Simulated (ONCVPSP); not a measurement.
# aluminium: excitation energies, all-electron against ONCV

```json
{"Element": "aluminium (Al)", "Generator": "ONCVPSP 4.0.1", "Type": "optimised norm-conserving Vanderbilt (ONCV)", "Functional": "LDA (Perdew-Wang 92)", "Relativity": "scalar-relativistic", "Frozen core": "[Ne]", "Valence charge": "3", "Reference configuration": "3s2 (charge +1)", "Partial waves": "3s: rc 1.95 bohr, ncon 5, nbas 10, qcut 4.1 1/bohr, 1 projector; p scattering state at 0.31 Ha: rc 1.50 bohr, ncon 4, nbas 9, qcut 6.9 1/bohr, local; d scattering state at 0.15 Ha: rc 1.75 bohr, ncon 4, nbas 8, qcut 5.7 1/bohr, 2 projectors, debl 3.1 Ha", "Local potential": "the p channel", "Core correction": "polynomial model core, fcfact 0.15"}
```

Energies are relative to the spin-unpolarised reference configuration 3s2; without spin polarisation the order of configurations can differ from experiment.

```csv
valence configuration,charge,ΔE all-electron (eV),error AE − PS (meV)
3s2 3p1,0,-5.841,+73
3s1,+2,19.370,+8.0
3s0 3p3,0,4.664,+221
```

Q: What are ΔE and the potential's error for 3s2 3p0.5?

A: ΔE = -3.719 eV all-electron; the error (AE − PS) is +41 meV.

Levels in the configuration 3s1:

| level | all-electron (eV) | pseudo (eV) |
| --- | --- | --- |
| 3s | -23.929 | -23.912 |
